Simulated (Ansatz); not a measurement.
Ansatz (a program for electronic structure) input (B3LYP/6-31G* with LANL2DZ past Ar): The .json file joins the Basis Set Exchange's 6-31G* for atoms up to Ar and LANL2DZ past it.

Ansatz 0.2 input:
```yaml
crystal:
  periodic: [false, false, false]
  atoms:
    - {symbol: Ta, position_ang: [0.06983700, -0.07420300, -0.16892000]}
    - {symbol: O, position_ang: [-1.45356100, -0.76322500, 0.39346000]}
    - {symbol: O, position_ang: [-0.56598100, 1.56850300, -0.26386800]}
    - {symbol: F, position_ang: [1.22869300, -0.11393300, 1.25493400]}
basis:
  gaussian:
    orbitals: 6-31Gs+LANL2DZ.json
hamiltonian:
  xc: {name: B3LYP}
total_charge: 1
magnetization: {spin_polarized: true, initial_magnetization: 1}
relax: {f_tol: 0.003, max_steps: 120}
```

Output:

```
Functional definition: B3LYP
integrals: 0.02 GiB planned
702 factors; integrals over basis functions are off by at most 2.8e-4 eV
mean field: 0.31 GiB planned
mean field evaluation 1: about -8351.6977 eV, gradient 8.1e1 eV
mean field evaluation 2: about -8043.0373 eV, gradient 2.4e2 eV
mean field evaluation 4: about -8372.7783 eV, gradient 3.5e1 eV
mean field evaluation 8: about -8376.9035 eV, gradient 1.1e-1 eV
mean field evaluation 16: about -8376.9201 eV, gradient 6.6e-4 eV
mean field -8376.92005193 eV, -307.8461338282 hartree, gradient 8.9e-5 eV, S^2 0.798435; 2 other end points of the search recorded, 0 dependent functions left out
the calculation of the forces begins
reference -8376.92032583 eV, -307.8461438936 hartree; 19, 18 occupied and 48, 49 virtual orbitals, 702 factors
relax step   1: F+E_penalty+E_count = -8376.92005193 eV  Δ(F+E_penalty+E_count) = +0.000e0 eV  max|allowed force component| = 5.622e-1 eV/Å  Δτ_max = 0.0000 Å  (52 SCF iters, accepted)
these checks for a lower state are left out or cut short: starts, cluster_reference, orbital_swaps, neighbouring_geometries, increment
integrals: 0.02 GiB planned
702 factors; integrals over basis functions are off by at most 2.8e-4 eV
mean field: 0.31 GiB planned
mean field evaluation 32: about -8376.9289 eV, gradient 7.0e-5 eV
mean field -8376.92891820 eV, -307.8464596575 hartree, gradient 7.0e-5 eV, S^2 0.797254; 0 other end points of the search recorded, 0 dependent functions left out
the calculation of the forces begins
reference -8376.92919034 eV, -307.8464696583 hartree; 19, 18 occupied and 48, 49 virtual orbitals, 702 factors
relax step   2: F+E_penalty+E_count = -8376.92891820 eV  Δ(F+E_penalty+E_count) = -8.866e-3 eV  max|allowed force component| = 3.560e-2 eV/Å  Δτ_max = 0.0225 Å  (37 SCF iters, accepted)
these checks for a lower state are left out or cut short: starts, cluster_reference, orbital_swaps, neighbouring_geometries, increment
integrals: 0.02 GiB planned
702 factors; integrals over basis functions are off by at most 2.8e-4 eV
mean field: 0.31 GiB planned
mean field -8376.92896070 eV, -307.8464612193 hartree, gradient 1.1e-5 eV, S^2 0.797386; 0 other end points of the search recorded, 0 dependent functions left out
the calculation of the forces begins
reference -8376.92923275 eV, -307.8464712171 hartree; 19, 18 occupied and 48, 49 virtual orbitals, 702 factors
relax step   3: F+E_penalty+E_count = -8376.92896070 eV  Δ(F+E_penalty+E_count) = -4.250e-5 eV  max|allowed force component| = 3.738e-3 eV/Å  Δτ_max = 0.0020 Å  (35 SCF iters, accepted)
these checks for a lower state are left out or cut short: starts, cluster_reference, orbital_swaps, neighbouring_geometries, increment
integrals: 0.02 GiB planned
702 factors; integrals over basis functions are off by at most 2.8e-4 eV
mean field: 0.31 GiB planned
mean field -8376.92896190 eV, -307.8464612635 hartree, gradient 3.1e-5 eV, S^2 0.797404; 0 other end points of the search recorded, 0 dependent functions left out
the calculation of the forces begins
reference -8376.92923396 eV, -307.8464712616 hartree; 19, 18 occupied and 48, 49 virtual orbitals, 702 factors
relax step   4: F+E_penalty+E_count = -8376.92896190 eV  Δ(F+E_penalty+E_count) = -1.202e-6 eV  max|allowed force component| = 5.180e-4 eV/Å  Δτ_max = 0.0004 Å  (27 SCF iters, accepted)
integrals: 0.02 GiB planned
702 factors; integrals over basis functions are off by at most 2.8e-4 eV
mean field: 0.31 GiB planned
mean field evaluation 64: about -8376.9290 eV, gradient 2.4e-4 eV
mean field -8376.92896190 eV, -307.8464612635 hartree, gradient 3.1e-5 eV, S^2 0.797404; 3 other end points of the search recorded, 0 dependent functions left out
the calculation of the forces begins
reference -8376.92923396 eV, -307.8464712616 hartree; 19, 18 occupied and 48, 49 virtual orbitals, 702 factors
Total energy: -8376.92923396 eV, -307.8464712616 hartree
Atom 0 at     0.070115    -0.075154    -0.171919 Å, force    -0.000465     0.000031    -0.000518 eV/Å
Atom 1 at    -1.443484    -0.766973     0.400460 Å, force     0.000036    -0.000065     0.000026 eV/Å
Atom 2 at    -0.554731     1.567835    -0.257736 Å, force     0.000072     0.000031    -0.000001 eV/Å
Atom 3 at     1.207087    -0.108565     1.244801 Å, force     0.000357     0.000003     0.000494 eV/Å
Dipole moment:     0.435004    -0.412134    -0.874577 e Å
```

The dipole moment of an ion depends on the origin.

The geometry given is a B3LYP-D3(BJ)/def2-TZVP minimum.
